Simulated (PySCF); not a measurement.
Structure with atom numbers: `[NH2:1][C:2](=[O:3])[SiH2:4][OH:5]`; H(Xn) means a hydrogen on atom n.

GIAO PBE0/pcSseg-1 shifts (PySCF 2.14, gas phase, non-relativistic, equivalent atoms averaged), each against references optimised in the same way as the molecule (NH3, TMS, H2O).

On the GFN2-xTB geometry: N1 128.7, C2 185.3, O3 486.6, O5 -5.4, Si4 -51.1, H(N1) 5.21, H(Si4) 4.98, H(O5) 2.34 ppm.

Problem. What changes on the PBE0-D3(BJ)/def2-SVP geometry?

Solution. 
| atoms | δ (ppm) | change |
| --- | --- | --- |
| N1 | 128.4 | -0.3 |
| C2 | 184.7 | -0.6 |
| O3 | 475.5 | -11.1 |
| O5 | 8.1 | +13.5 |
| Si4 | -45.7 | +5.4 |
| H(N1) | 5.13 | -0.08 |
| H(Si4) | 4.82 | -0.16 |
| H(O5) | 3.12 | +0.78 |

Part of each change is the reference's own: σ(NH3, N) goes from 267.7 to 265.7 ppm, σ(TMS, C) goes from 186.9 to 184.4 ppm, σ(H2O, O) goes from 336.1 to 334.6 ppm, σ(TMS, Si) goes from 349.2 to 352.0 ppm, σ(TMS, H) goes from 31.72 to 31.27 ppm.

Bonds between heavy atoms that differ most (equivalent bonds averaged): Si4–O5 1.616 → 1.653 Å, C2–Si4 1.920 → 1.935 Å, C2–O3 1.222 → 1.225 Å. Mean change of bonds to hydrogen: N–H +0.006 Å, Si–H +0.032 Å, O–H +0.017 Å. The two structures also differ in conformation, which adds to the changes.
